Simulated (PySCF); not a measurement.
A structure optimised at PBE0-D3(BJ)/def2-SVP, used in a PySCF frequency run:

```
In
N 1 2.0222
H 2 1.0167 1 116.69
H 2 1.0170 3 108.79 1 131.28
N 1 2.0222 2 129.20 3 -39.41
H 5 1.0167 1 116.69 2 39.41
H 5 1.0170 6 108.79 1 -131.28
Cl 1 2.3584 2 114.81 3 153.81
```
Charge 0, spin multiplicity 1.

Q: Write its SMILES, formula and point group.

A: [NH2][In]([NH2])[Cl], ClH4InN2, Cs

Q: What are its rotational constants (standard atomic weights)?

A: 4.3774, 2.4324, 1.5716 GHz
